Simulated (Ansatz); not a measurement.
Two structures of CH5GaS, closed shell, reached by relaxing down either side of one saddle point (PBE0-D4/def2-TZVP). Energies are electronic, without zero-point energy. Computed with Ansatz 0.2.0 (basis: def2-TZVPP and def2-QZVPP); correlated methods freeze the cores. Filled d shells of the heavier atoms are correlated. The def2 sets are not built for correlating such inner shells, so the correlated values are less sure here. Extrapolation: Hartree–Fock as exp(−7.88 √X), correlation as X^−2.97. First:

Ga1  (0.001, -0.196, -0.632)
S2  (1.705, 1.119, -1.129)
H3  (-0.583, -1.061, -1.798)
C4  (-0.621, -0.155, 1.224)
H5  (1.758, 0.763, -2.423)
H6  (-1.671, 0.148, 1.262)
H7  (-0.035, 0.536, 1.830)
H8  (-0.554, -1.153, 1.665)
(Å)

Second:

| atom | x (Å) | y (Å) | z (Å) |
| --- | --- | --- | --- |
| Ga1 | -0.8531 | -1.4979 | -0.3100 |
| S2 | 0.2922 | 0.7700 | -1.8971 |
| H3 | 1.0006 | 0.0571 | -2.7859 |
| C4 | -0.5020 | -0.2567 | 1.2897 |
| H5 | 1.3632 | 1.0040 | -1.1220 |
| H6 | -0.9753 | 0.7253 | 1.1760 |
| H7 | 0.5716 | -0.0919 | 1.4437 |
| H8 | -0.8972 | -0.7098 | 2.2056 |

Which bonds change from the first to the second?

CH₅GaS ([CH3][GaH][SH]) → CH₃Ga ([CH3][Ga]) + H₂S; bonds formed: S2–H3; bonds broken: Ga1–S2, Ga1–H3.

Give the saddle point's structure and its height above each. (To be estimated.)

The calculation gives: 57.12 kcal/mol above the first and 20.98 kcal/mol above the second (CCSD(T) at an estimated basis limit (MP2 extrapolated from triple and quadruple zeta, plus CCSD(T) − MP2 in triple zeta)).
| atom | x (Å) | y (Å) | z (Å) |
| --- | --- | --- | --- |
| Ga1 | -0.1853 | -0.8949 | -0.4924 |
| S2 | 0.8203 | 1.2002 | -1.6743 |
| H3 | 0.1440 | -0.4290 | -2.0366 |
| C4 | -0.6227 | -0.2133 | 1.3082 |
| H5 | 1.9341 | 0.5364 | -2.0210 |
| H6 | -1.2844 | 0.6507 | 1.2033 |
| H7 | 0.3000 | 0.1214 | 1.7880 |
| H8 | -1.1060 | -0.9715 | 1.9246 |

The T1 diagnostic stays at or below 0.016. The restricted Hartree–Fock reference is unstable towards an unrestricted one at one or more of these structures.

Labels in which every atom is bracketed show which atoms are joined, not bond orders.

For scale, one of the runs: CCSD(T)/def2-TZVPP, 191 basis functions, launched by `ansatz run in.yaml --threads 4 --pin off --events-out ev --progress --plain --max-ram 9574MiB`. Time: 40 s of wall clock on 4 CPU threads of an Arm Neoverse V1; the host was shared. Peak host memory: 2 GiB.
